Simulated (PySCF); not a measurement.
Name the molecule from its bond curve

A diatomic of charge 0 contains Sr. Its doublet curve at PBE0 in a triple-zeta basis (spin-free X2C with a Gaussian nucleus, PySCF), in eV from the separated fragments:

R (Å), E (eV) and a bar:
```
    1.774     -4.521 ############################
    1.857     -5.065 ############
    1.939     -5.363 ####
    2.001     -5.468 #
    2.063     -5.498 
    2.125     -5.469 #
    2.207     -5.366 ####
    2.311     -5.167 #########
    2.434     -4.870 ##################
    2.599     -4.437 ##############################
```

The fit gives ωe = 513 cm⁻¹ and the rotational constant Bₑ = 0.2541 cm⁻¹.

Question: Which atom is the partner?

Answer: The minimum lies at 2.061 Å, so the reduced mass is 16.8576 u Å² cm⁻¹/(Bₑ·Re²) = 15.62 u. With Sr at 87.91 u the partner weighs about 19.0 u: F. The molecule is SrF.

Spin–orbit coupling is left out. The state was picked by a PBE0 search and need not be the measured ground state.
